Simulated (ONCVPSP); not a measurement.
**Which change was made? (Tc, ONCV)**

| Item | Value |
| --- | --- |
| Element | Tc |
| Generator | ONCVPSP 4.0.1 |
| Type | optimised norm-conserving Vanderbilt (ONCV) |
| Functional | PBE |
| Relativity | scalar-relativistic |
| Frozen core | [Ar] 3d10 |
| Valence charge | 15 |
| Reference configuration | 4s2 4p6 4d5 5s2 |
| Partial waves | 4s+5s: rc 1.85 bohr, ncon 4, nbas 9, qcut 5.1 1/bohr, 2 projectors; 4p: rc 1.70 bohr, ncon 4, nbas 8, qcut 6.5 1/bohr, 2 projectors, debl 3.4 Ha; 4d: rc 1.90 bohr, ncon 4, nbas 8, qcut 7.1 1/bohr, 2 projectors, debl 1.2 Ha; f scattering state at 0.39 Ha: rc 1.70 bohr, ncon 3, nbas 8, qcut 7.6 1/bohr, 2 projectors, debl 2.2 Ha |
| Local potential | polynomial inside 1.50 bohr (lpopt 5, dvloc0 2 Ha) |
| Core correction | Teter function, fcfact 1.5, rcfact 1.4 |

Cutoffs, loose and tight: the cutoffs (Ha) at which the residual kinetic energy of the hardest occupied pseudo-wave falls to 1 and 0.1 mHa per electron. They do not see the model core or the augmentation charge, which bear on the density cutoff. Test errors are all-electron minus pseudo excitation energies from the reference, over the configurations 4s2 4p6 4d5 5s1; 4s2 4p6 4d5 5s0; 4s2 4p6 4d4 5s0; 4s2 4p6 4d4 5s2; variants that change the core or the reference have their own tests.

The base gives: outcome: generated; cutoff, loose: 19 Ha; cutoff, tight: 22 Ha; bound ghosts: none; GHOST(+) flags above zero: s; largest test error (meV): -12.

Task: After one change the result is: outcome: generated; cutoff, loose: 19 Ha; cutoff, tight: 22 Ha; bound ghosts: none; GHOST(+) flags above zero: s; largest test error (meV): -419. Which change was it?
A. p: rc 1.2; local potential polynomial inside 1.20 bohr (lpopt 5, dvloc0 2 Ha)
B. functional LDA (Perdew-Wang 92)
C. d: rc 2.42
D. reference 4s2 4p6 4d5 5s1

Result: D. The others give: d: rc 2.42 → outcome: generated; cutoff, loose: 16 Ha; cutoff, tight: 19 Ha; bound ghosts: none; GHOST(+) flags above zero: s; largest test error (meV): +12 | functional LDA (Perdew-Wang 92) → outcome: generated; cutoff, loose: 19 Ha; cutoff, tight: 22 Ha; bound ghosts: none; GHOST(+) flags above zero: s; largest test error (meV): +22 | p: rc 1.2; local potential polynomial inside 1.20 bohr (lpopt 5, dvloc0 2 Ha) → outcome: generated; cutoff, loose: 84 Ha; cutoff, tight: 140 Ha; bound ghosts: none; GHOST(+) flags above zero: s; largest test error (meV): -12.
